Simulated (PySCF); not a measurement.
# A thermochemical cycle for SrCa

PBE in PySCF with def2-SVP on every atom (core potentials on Sr), for the lowest determinant that a PBE0 search found; no spin–orbit coupling. SrCa, a singlet (closed shell), has De = 0.24 eV to neutral atoms, and SrCa⁺, a doublet (σ ↑), has De = 1.10 eV to Sr⁺ + Ca.

The adiabatic ionisation energy of SrCa, between the minima, is 4.83 eV.

Task: Which ionisation energy of the Sr atom does this level give?

Result: IE(Sr) = IE(molecule) + De(ion) − De(neutral) = 4.83 + 1.10 − 0.24 = 5.69 eV; the measured value is 5.695 eV (NIST ASD).

Closed-shell solutions of metal pairs were not tested for spin polarisation, which can lower them a little. Weak bonds: SrCa. Basis-set superposition, not corrected here, can be much of De in a small basis, most of all at correlated wavefunction levels. Spin–orbit coupling is left out. For an ion De counts to the pair picked by the measured ionisation energies or electron affinities, which need not be the lowest pair at this level. States were picked by a PBE0 search and need not be the measured ground states.
